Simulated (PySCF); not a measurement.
CH5BrO2Si. Atoms are numbered in the order given.

```xyz
10

C      2.1986    -0.0230    -0.5484
Si     0.3768     0.2496    -0.7247
O     -0.3233    -0.6311    -1.9439
O      0.1414     1.8598    -1.0011
Br    -0.6601    -0.3922     1.1841
H      2.6059     0.6138     0.2513
H      2.7076     0.2306    -1.4920
H      2.4134    -1.0739    -0.3035
H     -0.8802    -1.3739    -1.6838
H     -0.7555     2.1423    -1.2182
```
Charge 0, spin multiplicity 1.

Geometry optimised at B3LYP-D3(BJ)/def2-SVP. Other conformers were not sampled.

Calculation: PBE/pcSseg-1 (PySCF).

GIAO shieldings, no solvent; atoms listed in one row are averaged. δ = σ(ref) − σ: ¹³C against TMS (σ = 182.0 ppm); ²⁹Si against TMS (σ = 335.4 ppm); ¹⁷O against H2O (σ = 334.3 ppm); ¹H against TMS (σ = 31.49 ppm), references at their B3LYP-D3(BJ)/def2-TZVP geometries, non-relativistic (without spin–orbit terms, shifts of atoms bonded to Cl or Br come out too high).

Computed chemical shifts:
```
nucleus       atoms  count  δ (ppm)
-------  ----------  -----  -------
¹³C              C1      1      5.3
²⁹Si            Si2      1      1.8
¹⁷O              O3      1    101.0
¹⁷O              O4      1     96.7
¹H              H10      1     2.65
¹H               H9      1     2.37
¹H       H6, H7, H8      3     0.82
```
